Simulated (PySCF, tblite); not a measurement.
C5H11NSSi.
SMILES: `CNC(=S)C/C=C\[SiH3]`

Jobs on this species (19 atoms, 78 electrons) with PySCF (density fitting) and tblite. Hardware of each: an Arm Neoverse V1 with one thread, no GPU, shared host. The host was shared with other jobs, so the times are rough.

```json
{"level and settings": "PBE0/pcSseg-1", "work": "shieldings, charges and field gradients, density and orbital grids written", "basis functions": "205", "SCF cycles": "?", "wall time": "?"}
{"level and settings": "GFN2-xTB", "work": "Hessian by finite differences", "basis functions": "–", "SCF cycles": "–", "wall time": "0.83 s"}
{"level and settings": "GFN2-xTB", "work": "L-BFGS relaxation", "basis functions": "–", "SCF cycles": "–", "wall time": "1.2 s"}
```

**Question.** Fill in the missing figures.

**Answer.** 
- PBE0/pcSseg-1; shieldings, charges and field gradients, density and orbital grids written: 52 s, 14 SCF cycles

**Question.** What do all jobs in the table cost together?

**Answer.** About 54 s; the longest takes about 96 % of that, and about 63 times as long as the shortest.
